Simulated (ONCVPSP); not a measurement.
**S: excitation energies, all-electron against ONCV**

- Element: sulfur
- Generator: ONCVPSP 4.0.1
- Type: optimised norm-conserving Vanderbilt (ONCV)
- Functional: PBEsol
- Relativity: fully relativistic
- Frozen core: [He]
- Valence charge: 14
- Reference configuration: 2s2 2p6 3s2 3p3.5 (charge +0.5)
- Partial waves: 2s+3s: rc 0.65 bohr, ncon 4, nbas 7, qcut 21 1/bohr, 2 projectors; 2p+3p: rc 0.90 bohr, ncon 4, nbas 7, qcut 18.4 1/bohr, 2 projectors
- Local potential: polynomial inside 0.55 bohr (lpopt 5, dvloc0 0 Ha)
- Core correction: polynomial model core, fcfact 0.45

Open shells are filled in proportion to 2j + 1.

Energies are relative to the spin-unpolarised reference configuration 2s2 2p6 3s2 3p3.5; without spin polarisation the order of configurations can differ from experiment.

| valence configuration | charge | ΔE all-electron (eV) | error AE − PS (meV) |
| --- | --- | --- | --- |
| 2s2 2p6 3s2 3p4 | 0 | -4.643 | -0.3 |
| 2s1 2p6 3s2 3p4 | +1 | 222.204 | -299 |

Q: What are ΔE and the potential's error for 2s2 2p6 3s2 3p3?

A: ΔE = 7.090 eV all-electron; the error (AE − PS) is +0.6 meV.

Q: What are ΔE and the potential's error for 2s2 2p6 3s2 3p2?

A: ΔE = 29.332 eV all-electron; the error (AE − PS) is +3.5 meV.
